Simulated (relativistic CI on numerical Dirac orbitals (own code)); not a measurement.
Method of calculation: Dirac-Coulomb-Breit CI, KLI orbitals optimised for each configuration, model QED, unscaled Slater integrals (own radial code, finite nucleus).

The strongest absorption lines from the ground level of an ion, among the configurations computed and to levels below about 10000 eV (vacuum wavelength in Å, gf): 1.2385 (0.014), 1.2537 (0.025), 1.2827 (0.052), 1.2834 (0.007), 1.3503 (0.14), 1.3520 (0.018), 1.5886 (0.7), 1.5968 (0.088).

(1) Which ion is it?
A. Ge30+
B. Ni24+
C. Ni26+
D. Zn28+

Answers

(1) C. Ni26+ has 2 electrons and the ground level 1s² ¹S0; the strongest line goes to 1s2p ¹P°1. The pattern of lines fixes the number of electrons, and along that sequence the line energies rise steadily with the charge (about as its square where n changes within one kind of shell, about linearly where n is kept but much faster in heavy ions where fine structure, which grows about as Z⁴, sets the gap, and irregularly where shells cross), which fixes Z. Configurations outside the model, such as inner-shell arrays, can give stronger lines. At this charge energies of transitions that change n are usually good to better than 1 %, and those within a shell (Δn = 0) to a few per cent.

LS names give the leading component of a level, which can be under half, so a name can repeat, a term be missing and a line seem to break the LS rules.
